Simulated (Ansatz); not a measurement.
`[CH3][GeH]` at its PBE0-D4/def2-TZVP geometry, where that method's forces vanish. Total charge 0; spin multiplicity 1.

```xyz
6

C     0.4066   -0.2089   -0.3257
Ge   -1.4321   -0.3318    0.4236
H     0.5123    0.7360   -0.8705
H     0.6485   -1.0376   -0.9909
H     1.1349   -0.1735    0.4918
H    -1.2701    1.0158    1.2717
```

**Question.** What forces (eV/Å) does PBE-D4/def2-TZVPP give on these atoms in Ansatz? (Estimate.)

**Answer.** The calculation gave: 
```
C1   0.007 -0.026 -0.020
Ge2 -0.262 -0.202 -0.019
H3   0.033  0.189 -0.093
H4   0.041 -0.159 -0.126
H5   0.146  0.024  0.155
H6   0.036  0.175  0.102
```
